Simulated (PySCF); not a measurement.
# Calculated NMR data

Method: σ from GIAO-PBE0/pcSseg-1, geometry from GFN2-xTB, in PySCF 2.14 (in vacuum, no relativistic terms, a single conformation, fast rotation and ring inversion assumed for equivalent nuclei).

Scale: TMS for ¹H (σref 31.72), ¹³C (σref 186.93) (reference shieldings calculated alike). Splittings of carbon signals by F and P are missing where no couplings were computed. Where no couplings were computed, multiplicities follow the n + 1 count of equivalent neighbours, and m marks all less simple cases (inequivalent or close neighbours, rings, F or P nearby). Shifts are as computed. Against solution values, carbons near 30 ppm lie about +3 ppm off and those near 130 ppm about +5 ppm. Of 1309 compounds with measured shifts, 239 miss one by over three times the rms of a fit or turn the order of signals round; such compounds aren't used in these exercises.

Compound 1 (C4H9O2PSi). ¹H NMR (600 MHz, computed): δ 4.78 (m, 1H), 4.30 (m, 1H), 3.85 (s, 3H), 2.21 (m, 1H), 2.20 (m, 1H), 1.58 (m, 2H). ¹³C{¹H} NMR (computed): δ 211.5, 94.2, 63.1, 34.4. Structure: SMILES CO[C@@H]1C(=O)C[Si@H]1P.

Compound 2 (C4H9O2PSi). ¹H NMR (600 MHz, computed): δ 6.73 (m, 1H), 5.73 (m, 2H), 5.54 (d, 1H), 2.10 (s, 3H), 1.09 (m, 2H). ¹³C{¹H} NMR (computed): δ 195.8 (C), 155.8 (CH), 113.3 (CH), 34.3 (CH3). Structure: SMILES CC(=O)/C=C\O[SiH2]P.

Compound 3 (C4H8F2). ¹H NMR (600 MHz, computed): δ 1.88 (m, 2H), 1.57 (m, 3H), 1.05 (t, 3H). ¹³C{¹H} NMR (computed): δ 130.6, 36.1, 24.1, 10.5. Structure: 2,2-difluorobutane.
